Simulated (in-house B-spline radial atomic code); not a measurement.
A run on Os⁻ that did not converge. Method: scalar-relativistic (X2C) TPSSh, spin-polarised, spherical fractional occupations, exact exchange averaged over the configuration, Fermi nucleus of rms radius 5.4126 fm; computed with a B-spline radial code for spherical atoms.

Command:
```bash
python run_scf.py task.json out
```
Settings (nuclear radius in fm, mass in u):
```
Z                76
configuration    [Xe] 4f14 5d7 6s2
hamiltonian      x2c
method           tpssh
spin_polarised   True
nucleus          fermi
rms_radius       5.4126
atomic_mass      191.96148
speed_of_light   137.035999084
exact_exchange   averaged over the configuration
```

First and last ten iterations of the last attempt (damped for 15 steps, keeping 80 % of the old Fock matrix, then DIIS):
```
 iter        energy (Eh)    residual
    1      -17247.957523    1.46e-01
    2      -17251.810643    2.59e-01
    3      -17253.413785    1.76e-01
    4      -17254.191427    1.22e-01
    5      -17254.591901    8.69e-02
    6      -17254.804962    6.20e-02
    7      -17254.918272    4.55e-02
    8      -17254.977344    3.31e-02
    9      -17255.007516    2.36e-02
   10      -17255.022879    1.67e-02
  111      -17254.409513    5.67e-02
  112      -17244.693348    1.83e-01
  113      -17254.422504    5.60e-02
  114      -17254.426868    5.57e-02
  115      -17248.205112    1.56e-01
  116      -17248.272643    1.56e-01
  117      -16923.690807    1.35e+00
  118      -16925.212220    1.36e+00
  119      -17098.953691    8.96e-01
  120      -17116.637917    8.38e-01
 not converged after 120 iterations
```

The smallest residual met was 5.4e-03; the threshold is about 8e-07. No energy from this run should be used. Cost of the run: 9.4 s on 1 thread of Intel(R) Xeon(R) Platinum 8488C, with other jobs on the host.
